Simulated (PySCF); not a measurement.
C3H3BFNO, SMILES N#C[C@@H]1COB1F.

Geometry optimised at PBE-D3(BJ)/def2-SVP. The structure was generated by enumeration; whether it is a known compound was not checked.

These are PySCF with PBE-D3(BJ)/def2-SVP values and carry that method's errors.

No scaling factor is applied to the harmonic values.

Computed vibrational spectrum:
```
mode  ν (cm⁻¹)  IR (km/mol)  moving atoms (share of kinetic energy)
----  --------  -----------  --------------------------------------
1          110          5.9                  N 41 %, F 28 %, C 21 %
2          126          5.7          O 41 %, N 22 %, C 16 %, F 14 %
3          231          1.4                  C 40 %, H 26 %, N 18 %
4          356          4.3                  C 39 %, F 29 %, O 13 %
5          420          3.4          C 47 %, B 24 %, H 11 %, N 10 %
6          518          2.3           C 58 %, N 10 %, F 10 %, H 9 %
7          606          9.3           B 44 %, C 21 %, O 18 %, N 8 %
8          612          2.4          C 39 %, F 32 %, O 12 %, H 11 %
9          777          5.4                  C 44 %, H 22 %, B 14 %
10         850          9.0                  C 41 %, H 38 %, O 11 %
11         921         30.9                  C 45 %, O 27 %, H 24 %
12         995         51.9                  C 68 %, H 18 %, O 13 %
13        1056          0.6                          H 61 %, C 31 %
14        1064          4.6                          H 50 %, C 37 %
15        1140         17.4                           H 78 %, B 9 %
16        1149         83.3                  H 48 %, B 30 %, O 14 %
17        1246         17.9                          H 53 %, C 37 %
18        1326         88.2           H 38 %, C 30 %, B 20 %, O 9 %
19        1426         39.5                                  H 85 %
20        1520        364.9                   B 68 %, F 12 %, H 9 %
21        2289         28.0                          C 63 %, N 37 %
22        3009         21.2                                  H 95 %
23        3025          2.9                                  H 92 %
24        3087          7.0                          H 89 %, C 11 %
```
